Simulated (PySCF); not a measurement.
Species: C₅H₃F₃N (charge -1).
Geometry (PBE0-D3(BJ)/def2-SVP, Å), atoms numbered from 1 in this order:
```
atom  x, y, z in Å
F1    -2.2050    0.9755    0.9252
C2    -1.6717   -0.0582    0.2366
F3    -2.3823   -0.1072   -0.9282
F4    -2.0645   -1.1824    0.8959
C5    -0.2255    0.0562    0.0663
C6     0.6583   -0.9216   -0.4631
C7     1.9156   -0.3170   -0.4295
N8     1.8748    0.9446    0.0724
C9     0.5846    1.1685    0.3692
H10    0.4012   -1.9233   -0.8127
H11    2.8649   -0.7591   -0.7540
H12    0.2498    2.1173    0.8007
```

Jobs on this species (12 atoms, 68 electrons) with PySCF (density fitting). Hardware of each: an Arm Neoverse V2 with one thread, shared host. Times come from a shared host and carry two figures at best.

```tsv
level and settings	work	basis functions	SCF cycles	wall time
PBE0/def2-SVPD, IEF-PCM cyclohexane	6 singlets by full TDDFT, polarisability	213	?	?
PBE0/pcSseg-1, IEF-PCM cyclohexane	shieldings, ring-centre shieldings	168	14	14 s
PBE0/def2-SVPD	6 singlets by full TDDFT, polarisability, dynamic polarisability	213	14	31 s
PBE0/def2-SVPD, IEF-PCM benzene	6 singlets by full TDDFT, polarisability	213	14	26 s
PBE0/pcSseg-1, IEF-PCM benzene	shieldings, ring-centre shieldings, charges and field gradients	168	14	15 s
PBE0-D3(BJ)/def2-SVP, grid level 1	geometry optimisation from a GFN2-xTB start	141	48	46 s
```

Problem. Fill in the missing figures.

Solution. 
- PBE0/def2-SVPD, IEF-PCM cyclohexane; 6 singlets by full TDDFT, polarisability: 24 s, 14 SCF cycles

Problem. What do all jobs in the table cost together?

Solution. About 2.6 min; the longest takes about 29 % of that, and about 3.3 times as long as the shortest.
